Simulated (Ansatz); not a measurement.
Reactions of `C=C(Cl)CF`.

Calculated with Ansatz (gas phase, PBE0-D4/def2-TZVP geometries, no zero-point term in ΔE). CCSD(T)/CBS is the MP2 limit (def2-TZVPP, def2-QZVPP) plus CCSD(T) − MP2 in def2-TZVPP, frozen cores. This one scheme is used for every species, atoms too. Functionals use def2-TZVPP. B3LYP here is the variant with VWN-RPA as its local correlation; programs differ in this. No spin–orbit coupling; open shells (•) take unrestricted orbitals. Spin–orbit coupling would lower the free atoms: a little for C, Cl, F. One conformer a species, not always the lowest.

```
                                         reaction  CCSD/CBS(def2) (kJ/mol)  B3LYP-D4 (kJ/mol)  ωB97M-V (kJ/mol)
`C=C(Cl)CF` + `[SiH3]S` → `C=C(Cl)S[SiH3]` + `CF`                       31                 23                30
                        `C=C(Cl)CF` → `C=CC(F)Cl`                        0                  1                 0
              `C=C(Cl)CF` + H–F → `FCF` + `C=CCl`                       34                 23                26
                  `C=C(Cl)CF` → `C=CCl` + `[CH]F`                      378                380               379
                      `C=C(Cl)CF` → `C/C(Cl)=C/F`                       -1                 -5                -4
                        `C=C(Cl)CF` → `C=C(F)CCl`                       -5                 -7                -7
            `C=C(Cl)CF` + CH₄ → `C=C(Cl)CC` + H–F                      -46                -31               -35
                 `C=C(Cl)CF` + H₂ → `C=CCF` + HCl                      -78                -69               -71
             `C=C(Cl)CF` → 3 C• + Cl• + F• + 4 H•                     3477               3540              3558
              `C=C(Cl)CF` + H₂ → `C=C(C)Cl` + H–F                     -117               -103              -104
```

Question: Give the CCSD(T)/CBS values in the same order. (An estimate is asked.)

Answer: The calculation gave: 26, 0, 37, 381, -2, -5, -48, -72, 3542, -115 kJ/mol.

Largest T1 diagnostic: 0.018, for `[CH]F`.
